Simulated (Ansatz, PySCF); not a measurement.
Dimer: NH3 (SMILES N) (first 4 atoms) with H2Se (SMILES [SeH2]); geometry from B3LYP-D3(BJ)/def2-TZVP, rigid monomers moved along the line of their centres of mass till N1···H7 is 3.87 Å.
(charge 0, multiplicity 1):
```xyz
7

N     -0.0681    -0.1982     0.0157
H     -0.9794    -0.3057    -0.4151
H      0.3835     0.6005    -0.4148
H      0.4788    -1.0217    -0.2082
Se    -0.5199     0.4058     5.3187
H      0.8079     1.0255     5.4399
H     -0.3694     0.2531     3.8473
```

Interaction energies are E(AB) − E(A) − E(B) at the monomers' geometry in the complex; basis-set methods are counterpoise corrected. Rows marked so take none.

Rows in 3-21G, 6-31G* carry no dispersion term and start afresh at each structure (6-31G* with six Cartesian d functions); the Pople sets are all-electron and without relativity.

Codes used: Ansatz (Gaussian orbitals); PySCF for 3-21G rows, 6-31G* rows. 

Task: Estimate the interaction energy that HF/aug-cc-pVTZ returns for this input.

Result: -29 meV

Task: Estimate the interaction energy that B3LYP/3-21G (no counterpoise) returns for this input.

Result: -36 meV

Task: What is the computed interaction energy (B3LYP/6-31G* (no counterpoise))?

Result: -40 meV

Ansatz is an electronic-structure program.
